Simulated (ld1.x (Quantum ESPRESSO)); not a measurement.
Logarithmic derivatives: Zn (Z = 30), ultrasoft

ld1.x (Quantum ESPRESSO) 7.5 input, shortened:

```
&input
   title='Zn', zed=30., rel=1, dft='WC', iswitch=3,
   config='[Ar] 3d10 4s1 4p0'
 /
 &inputp
   pseudotype=3, tm=.true., lloc=-1, rcloc=1.25,
   nlcc=.false.
 /
6
4S  1  0   1.00   0.00  1.75  1.95  0.0
4S  1  0   0.00   2.95  1.75  1.95  0.0
4P  2  1   0.00   0.00  2.50  2.80  0.0
4P  2  1   0.00   3.55  2.50  2.80  0.0
3D  3  2  10.00   0.00  0.70  0.80  0.0
3D  3  2   0.00   0.20  0.70  0.80  0.0
 &test
   configts(1)='3d10 4s1 4p0'
 /
```

The phase is arctan(r·u′/u) with u = r·R(r), unwrapped; energies in Ry, scanned from -3 to 5 Ry. A pole is an energy at which the radial function vanishes at the test radius. The pseudo phase is shifted by a multiple of π to meet the all-electron one at the reference energy, and phase errors are pseudo minus all-electron; the curves can meet again beyond the range given. Levels narrower than the energy grid can be missing from the lists of poles. Where the grid stepped over a known ghost or core level, its pole and its step of π were put in at the level’s energy. n/a: not evaluated, since a narrow level or a reset projector energy made the automatic matching unsafe.

Q: For each channel, where are the poles, and over which energies does the pseudopotential scatter like the atom?

A:

| channel | radius (bohr) | reference energy (Ry) | poles, all-electron | poles, pseudo | unbroken range about the reference energy with phases within 0.05 rad | phase error 1 Ry above the reference energy (rad) |
| --- | --- | --- | --- | --- | --- | --- |
| s | 3.06 | -1.03 | -0.43, 4.75 | -0.43, 4.69 | n/a | n/a |
| p | 3.06 | -0.57 | 0.44 | -1.35, 0.49 | -1.4 to 1.4 | +0.012 |
| d | 3.06 | -1.46 | -1.43, 2.03 | -1.43, 2.03 | the whole range | +0.000 |

Note: ghost state, extra bound levels that the all-electron valence spectrum of the same l lacks: p at -18.4 eV. A true bound ghost makes a file unfit for plane-wave use.

Phases in the s channel:

| E (Ry) | all-electron | pseudo |
| --- | --- | --- |
| -3.00 | 1.327 | 1.327 |
| -2.52 | 1.281 | 1.281 |
| -2.04 | 1.191 | 1.191 |
| -1.56 | 0.905 | 0.905 |
| -1.08 | -0.852 | -0.852 |
| -0.60 | -1.502 | -1.502 |
| -0.12 | -1.657 | -1.657 |
| 0.36 | -1.759 | -1.760 |
| 0.84 | -1.885 | -1.988 |
| 1.32 | -2.146 | -5.271 |
| 1.80 | -3.062 | -6.160 |
| 2.28 | -4.142 | -7.271 |
| 2.76 | -4.444 | -7.583 |
| 3.24 | -4.564 | -7.705 |
| 3.72 | -4.629 | -7.772 |
| 4.20 | -4.674 | -7.817 |
| 4.68 | -4.708 | -7.853 |
